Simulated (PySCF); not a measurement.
$^{29}$Si chemical shifts

[PySCF 2.14: σ from GIAO-PBE0/pcSseg-1; coordinates at the GFN2-xTB level; one computed conformer; equivalent nuclei averaged; no solvent model; no relativistic terms]

Shieldings were converted by a linear fit to measured shifts: $^{29}$Si (scatter 8.9 ppm rms, 25.8 ppm with the 6 outliers that the fit left out vs TMS, solution or neat liquid). Occasional misses reach two or three times the rms, and more in compound classes unlike the fitted ones.

**Question.** Give the $^{29}$Si shifts of `C#C[SiH2]OCC(=O)O`, `CC(=O)/C=N/[SiH2]N(C)[SiH3]`, `C[SiH2][Si@H]([SiH3])[SiH2]C[SiH3]`, `C[SiH2]C[Si]([SiH3])([SiH3])[SiH3]`, `COC1=C[C@@H](Cl)[SiH2]C1`, `[SiH3]O/C(Cl)=C\C1CC1`.

**Answer.** 
```csv
compound,environment,δ (ppm)
C#C[SiH2]OCC(=O)O,"silicon bonded to C, O, 2 H",-47.8
[CH3:1][C:2](=[O:3])/[CH:4]=[N:5]/[SiH2:6][N:7]([CH3:8])[SiH3:9],"Si6: silicon bonded to 2 N, 2 H",-33.3
[CH3:1][C:2](=[O:3])/[CH:4]=[N:5]/[SiH2:6][N:7]([CH3:8])[SiH3:9],"Si9: silicon bonded to N, 3 H",-47.7
[CH3:1][SiH2:2][Si@H:3]([SiH3:4])[SiH2:5][CH2:6][SiH3:7],"Si5: silicon bonded to C, Si, 2 H",-65.4
[CH3:1][SiH2:2][Si@H:3]([SiH3:4])[SiH2:5][CH2:6][SiH3:7],"Si2: silicon bonded to C, Si, 2 H",-67.1
[CH3:1][SiH2:2][Si@H:3]([SiH3:4])[SiH2:5][CH2:6][SiH3:7],"Si7: silicon bonded to C, 3 H",-67.4
[CH3:1][SiH2:2][Si@H:3]([SiH3:4])[SiH2:5][CH2:6][SiH3:7],"Si4: silicon bonded to Si, 3 H",-101.1
[CH3:1][SiH2:2][Si@H:3]([SiH3:4])[SiH2:5][CH2:6][SiH3:7],"Si3: silicon bonded to 3 Si, H",-128.7
[CH3:1][SiH2:2][CH2:3][Si:4]([SiH3:5])([SiH3:6])[SiH3:7],"Si2: silicon bonded to 2 C, 2 H",-43.4
[CH3:1][SiH2:2][CH2:3][Si:4]([SiH3:5])([SiH3:6])[SiH3:7],"Si4: silicon bonded to C, 3 Si",-85.6
[CH3:1][SiH2:2][CH2:3][Si:4]([SiH3:5])([SiH3:6])[SiH3:7],"Si5/6/7: silicon bonded to Si, 3 H (×3)",-97.2
COC1=C[C@@H](Cl)[SiH2]C1,"silicon bonded to 2 C, 2 H, in a 5-membered ring",-26.0
[SiH3]O/C(Cl)=C\C1CC1,"silicon bonded to O, 3 H",-40.3
```
